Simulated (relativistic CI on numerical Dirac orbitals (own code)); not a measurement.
Method of calculation: Dirac-Coulomb-Breit CI, orbitals from a KLI potential per configuration, model QED, unscaled Slater integrals (own radial code, finite nucleus).

The strongest absorption lines from the ground level of an ion, among the configurations computed and to levels below about 1710 eV (vacuum wavelength in nm, gf): 0.99785 (0.13), 1.0029 (0.05), 1.2966 (0.0047), 1.3400 (0.01), 1.3906 (0.36), 1.4081 (0.19), 10.960 (0.53), 18.391 (0.031).

Q: Which ion is it?
A. Zr XXIX
B. Tc XXXIV
C. In XXXVIII
D. Tc XXXII

A: D. Tc XXXII has 12 electrons and the ground level 3s² ¹S0; the strongest line goes to 3s3p ¹P°1. The pattern of lines fixes the number of electrons, and along that sequence the line energies rise steadily with the charge (about as its square where n changes within one kind of shell, about linearly where n is kept but much faster in heavy ions where fine structure, which grows about as Z⁴, sets the gap, and irregularly where shells cross), which fixes Z. Configurations outside the model, such as inner-shell arrays, can give stronger lines. At this charge energies of transitions that change n are usually good to better than 1 %, and those within a shell (Δn = 0) to a few per cent.

LS names give the leading component of a level, which can be under half, so a name can repeat, a term be missing and a line seem to break the LS rules.
